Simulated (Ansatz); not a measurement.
Conformers of F$_{3}$H$_{3}$Si$_{2}$ (`F[SiH2][SiH](F)F`), each relaxed with PBE0-D4/def2-TZVP in Ansatz. CBS adds the triple-zeta coupled-cluster correction to the MP2 limit.

Not all of them had a frequency check.

Conformer A:

Z-matrix (Å, degrees):
```
Si
Si 1 2.355
F 1 1.604 2 108.5
H 1 1.484 2 111.1 3 -119.4
H 1 1.485 2 110.4 3 118.4
F 2 1.594 1 107.5 3 -175.8
F 2 1.591 1 109.8 3 67.6
H 2 1.481 1 116.5 3 -54.8
```

Conformer B:

Cartesian coordinates in Å:
```
F -2.161 -0.494 0.501
Si -0.956 -0.453 -0.553
Si 0.971 0.433 0.471
F 0.673 1.900 1.007
F 1.376 -0.458 1.725
H -0.694 -1.836 -1.026
H -1.360 0.396 -1.702
H 2.151 0.512 -0.424
```

**Question.** Which is lowest in electronic energy at CCSD(T)/CBS (frozen core, def2 sets), and by how much? (Estimate.)

**Answer.** Computed: A; B lies 1.5 kJ/mol higher. Gaps under about 2 kJ/mol don't settle the order.

**Question.** Give the energies relative to A (kJ/mol) with PBE0-D4/def2-TZVPP, ωB97X-V/def2-TZVPP, ωB97M-V/def2-TZVPP, PBE/def2-TZVPP, r2SCAN/def2-TZVPP, MP2/def2-TZVPP, CCSD(T)/def2-TZVPP. (Estimate.)

**Answer.** The calculation gave: 
```tsv
level	B
PBE0-D4/def2-TZVPP	1.4
ωB97X-V/def2-TZVPP	1.6
ωB97M-V/def2-TZVPP	1.6
PBE/def2-TZVPP	1.5
r2SCAN/def2-TZVPP	1.4
MP2/def2-TZVPP	1.4
CCSD(T)/def2-TZVPP	1.4
```
